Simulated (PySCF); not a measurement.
Gas-phase equilibrium of 1 mol SnCl4, 6.2 mol H2O at 1000 K and 0.133 bar, among 27 species (ClO, SnCl4, O2, HCl, O, SnH2, HO2, SnO, SnHCl3, SnCl3, H2O, H, HOCl, H2O2, O3, H2, SnH4, SnCl2, SnH2Cl2, Cl, Cl2, SnO2, SnH3Cl, Sn2O2, SnHCl, Sn(OH)2, OH). Only gases are allowed; each row takes one source of thermochemistry for all species, and Cantera finds the minimum.

Computed with PySCF and rigid-rotor harmonic-oscillator thermochemistry at 1 bar. † marks an energy on the PBE0/def2-TZVP geometry and frequencies. Open shells (unrestricted) among the columns below: O2 (multiplicity 3); the rest are closed-shell singlets. Sn: scalar-relativistic def2 core potential, no spin-orbit coupling. The harmonic model lacks anharmonicity and excited electronic states, which grow with temperature; levels with a mode under 35 cm⁻¹ are left out. Soft modes under 120 cm⁻¹ make the harmonic entropy rough for SnCl4, SnCl2.

Molecules larger than those listed are left out. Also missing: (SnO)n, which can matter at low temperature or high pressure.

Mole fractions:

```
thermochemistry     x H2O  x HCl  x SnCl4  x SnCl2    x O2
------------------  -----  -----  -------  -------  ------
M06-2X/def2-TZVP†    0.84  0.018     0.13   0.0092  0.0046
PBE/def2-TZVP†       0.68   0.16    0.042    0.080   0.040
PBE0/def2-QZVP†      0.79  0.066    0.099    0.033   0.016
r2SCAN/def2-TZVP†    0.78  0.072    0.095    0.036   0.018
LDA/def2-TZVP†       0.82  0.033     0.12    0.016  0.0082
ωB97M-V/def2-TZVP†   0.81  0.044     0.11    0.022   0.011
```
The most sensitive of these is SnCl2: it spans a factor of 10^0.9 over these rows; at this temperature one factor of ten is RT ln 10 = 19 kJ/mol.
